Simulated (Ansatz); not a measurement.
Task: Name a neutral molecule of C, Cl, N, O, Zr with HOMO energy (B3LYP/def2-TZVPP) between -9.10 and -8.80 eV and HOMO–LUMO gap (PBE/def2-TZVPP) between 4.30 and 4.60 eV (Ansatz, PBE0-D4/def2-TZVP geometry).

Result: `O=C=[N][Zr]([Cl])([Cl])[N]=C=O` (-8.93 eV, 4.46 eV). Other molecules can fit too; these were computed, each in one conformer that needn't be the lowest.

B3LYP here is the variant with VWN-RPA as its local correlation; programs differ in this.
